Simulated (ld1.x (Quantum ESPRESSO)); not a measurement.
Results of a calculation; reference values are marked as such.
**Hardness and transferability of assorted potentials**

Generated with ld1.x 7.5 (TM, RRKJ, ultrasoft, PAW), atompaw 4.2 or ONCVPSP 4.0.1. The cutoff is in Ry: for ld1.x and atompaw files where the sum of valence levels is converged to 10 mRy in a Bessel basis, for ONCV files where the hardest occupied wave has 1 mHa per electron of residual kinetic energy. The error is the largest all-electron minus pseudo excitation energy over each file’s own four to seven test configurations (ionisations up to +4, promotions, holes and added fractions of an electron), all of which were solved. The labels leave out finer settings (local radius, basis sizes, second energies), which also bear on the numbers. Spin-polarised tests are not counted. The rows are a selection from randomly drawn settings: files with unsolved tests, undetermined cutoffs or missed reference levels are left out.

A true bound ghost makes a file unfit for plane-wave use even where its test errors are small: the radial tests pick states by their node count and pass the ghost by.

| element | potential | cutoff (Ry) | largest error (meV) | bound ghosts |
| --- | --- | --- | --- | --- |
| F | TM semilocal, LDA (PZ), non-relativistic, rc 0.65/1.85/1.45 (spd), local p, core correction yes, reference 2s2 2p5 | 110 | +1964 | none |
| Ti | TM semilocal, BLYP, scalar-relativistic, rc 2.70/3.60/1.65 (spd), local p, core correction no, reference 3d2 4s1 4p0 | 70 | +329 | none |
| Mn | PAW, PBE, scalar-relativistic, rc 2.35/2.45/1.40 (spd), local smoothed, core correction yes, reference 3d5 4s2 4p0 | 50 | -337 | s |
| As | TM, PBE, scalar-relativistic, rc 1.70/2.15/2.25 (spd), local d, core correction yes, reference 4s2 4p3 | 30 | -190 | none |
| Sb | RRKJ, PBEsol, scalar-relativistic, rc 1.70/2.05/0.95 (spd), local smoothed, core correction no, reference 4d10 5s2 5p3 | 200 | -333 | none |
| Hf | TM, PBE, fully relativistic, rc 2.40/3.75/2.05 (spd), local smoothed, core correction no, reference 5d2 6s1.75 6p0.25 | 25 | +135 | none |

Fill in the row for P: ultrasoft, LDA (PZ), scalar-relativistic, rc 1.80/1.30/1.50 (spd), local smoothed, core correction yes, reference 3s2 3p3.

cutoff 25 Ry, largest error -66 meV, bound ghosts: none.

Fill in the row for Tc: TM, LDA (PZ), scalar-relativistic, rc 2.75/3.80/2.30/3.65 (spdf), local s, core correction yes, reference 4d5.5 5s1.5 5p0.

cutoff 35 Ry, largest error -381 meV, bound ghosts: none.

Fill in the row for Hf: TM, PBEsol, scalar-relativistic, rc 1.75/1.70/2.85 (spd), local smoothed, core correction yes, reference 5s2 5p6 5d2 6s0 6p0.

cutoff 50 Ry, largest error +2559 meV, bound ghosts: none.
